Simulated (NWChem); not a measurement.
System: SiPH₄, doublet; SMILES [SiH3][PH]

Input file for NWChem:

```
start job
memory heap 200 mb stack 700 mb global 900 mb
geometry units angstroms noautosym nocenter noautoz
  Si     0.029537     1.023528     0.001142
  P      0.081550    -1.237278     0.004284
  H     -0.695708     1.534618     1.206922
  H      1.426556     1.550042     0.016294
  H     -0.667664     1.530861    -1.222689
  H     -1.351680    -1.304413    -0.005614
end
basis spherical
  * library iglo-ii
end
dft
  odft
  mult 2
  xc pbe0
  iterations 150
end
property
  hyperfine
end
task dft property
```

Parts of the log:

```
             Northwest Computational Chemistry Package (NWChem) 7.3.0
             --------------------------------------------------------

                             Geometry "geometry" -> ""
                             -------------------------

 Output coordinates in angstroms (scale by  1.889725989 to convert to a.u.)

  No.       Tag          Charge          X              Y              Z
 ---- ---------------- ---------- -------------- -------------- --------------
    1 Si                  14.0000     0.02953700     1.02352800     0.00114200
    2 P                   15.0000     0.08155000    -1.23727800     0.00428400
    3 H                    1.0000    -0.69570800     1.53461800     1.20692200
    4 H                    1.0000     1.42655600     1.55004200     0.01629400
    5 H                    1.0000    -0.66766400     1.53086100    -1.22268900
    6 H                    1.0000    -1.35168000    -1.30441300    -0.00561400

 Effective nuclear repulsion energy (a.u.)      81.0436851267

                              NWChem Property Module
                              ----------------------

  itol2e modified to match energy
  convergence criterion.

                                 NWChem DFT Module
                                 -----------------

 Summary of "ao basis" -> "ao basis" (spherical)
 ------------------------------------------------------------------------------
       Tag                 Description            Shells   Functions and Types
 ---------------- ------------------------------  ------  ---------------------
 Si                         iglo-ii                 15       35   7s6p2d
 P                          iglo-ii                 15       35   7s6p2d
 H                          iglo-ii                  4        6   3s1p

  itol2e modified to match energy
  convergence criterion.

[...]

          ----------------------
          Hyperfine Interactions
          ----------------------

 Total Spin Density (Fermi Contact Term)
 ------------------ --------------------
     Atom            x         y         z       Density (a.u.)      Aiso(MHz)     Aiso(Gauss)
     1  29-Si     0.05582   1.93419   0.00216      -0.043082         38.288479      13.662258
     2  31-P      0.15411  -2.33812   0.00810       0.041451         75.071367      26.787285
     3   1-H     -1.31470   2.90001   2.28075       0.009814         43.866955      15.652794
     4   1-H      2.69580   2.92915   0.03079      -0.000597         -2.666817      -0.951585
     5   1-H     -1.26170   2.89291  -2.31055       0.009927         44.371692      15.832896
     6   1-H     -2.55430  -2.46498  -0.01061      -0.008725        -38.998330     -13.915551

           -------------------------------------------
           Anisotropic Interaction (Spin-Dipolar Term)
           -------------------------------------------

 ------------------------------------------------------------
     Atom            x         y         z
 ------------------------------------------------------------
     1  29-Si     0.05582   1.93419   0.00216

   Spin-Dipolar term (a.u.)
        xx             yy             zz             xy             xz             yz
 ------------------------------------------------------------------------------------------
       0.022581      -0.024758       0.002177       0.000631       0.000137       0.000064

   Principal Comp. of -hf- tensor (au)            Anisotropic -hfcc- (MHz)               Anisotropic -hfcc- (Gauss)
 --------------------------------------------------------------------------------------------------------------------------
      0.022590    -0.024767     0.002177      -2.396439     2.627353    -0.230914      -0.855108     0.937503    -0.082396

   Orientation of the principal axis of Hyperfine Tensor w.r.t absolute (molecular) frame
 --------------------------------------------------------------------------------------------------------------------------
      0.999888    -0.013322    -0.006802
      0.013337     0.999909     0.002230
      0.006772    -0.002320     0.999974

 ------------------------------------------------------------
     Atom            x         y         z
 ------------------------------------------------------------
     2  31-P      0.15411  -2.33812   0.00810

   Spin-Dipolar term (a.u.)
        xx             yy             zz             xy             xz             yz
 ------------------------------------------------------------------------------------------
      -1.372137      -1.339071       2.711208       0.045180      -0.028680       0.004612

   Principal Comp. of -hf- tensor (au)            Anisotropic -hfcc- (MHz)               Anisotropic -hfcc- (Gauss)
 --------------------------------------------------------------------------------------------------------------------------
     -1.403880    -1.307534     2.711414    -303.496157  -282.667801   586.163957    -108.294793  -100.862730   209.157523

   Orientation of the principal axis of Hyperfine Tensor w.r.t absolute (molecular) frame
 --------------------------------------------------------------------------------------------------------------------------
      0.820109     0.572164    -0.007011
     -0.572172     0.820133     0.001060
      0.006357     0.003142     0.999975

[...]
```

Level: PBE0/IGLO-II, spin-unrestricted, contact and dipolar terms. Structure relaxed at the PBE0/def2-SVP, spin-unrestricted level. No stability test was run on the SCF state.
